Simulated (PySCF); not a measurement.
Level of theory: TPSSh-D3(BJ)/def2-TZVP // CAM-B3LYP-D3(BJ)/def2-TZVP (PySCF). All species are isolated molecules in the gas phase. Excitations are Tamm–Dancoff values on a coarser integration grid. The basis has no diffuse functions, so Rydberg states are missing or too high.

Reference species (SMILES): `N(B)=C=C` (neutral, multiplicity 1).

* **S1–T1 gap (TDA)**: 1.26 eV
* **S1 oscillator strength**: 0.000

Changed species: `N#CBC`.

Predict the effect on the S1–T1 gap (TDA) and S1 oscillator strength.

the S1–T1 gap (TDA) falls by 0.83 eV, to 0.43 eV; the S1 oscillator strength hardly moves.
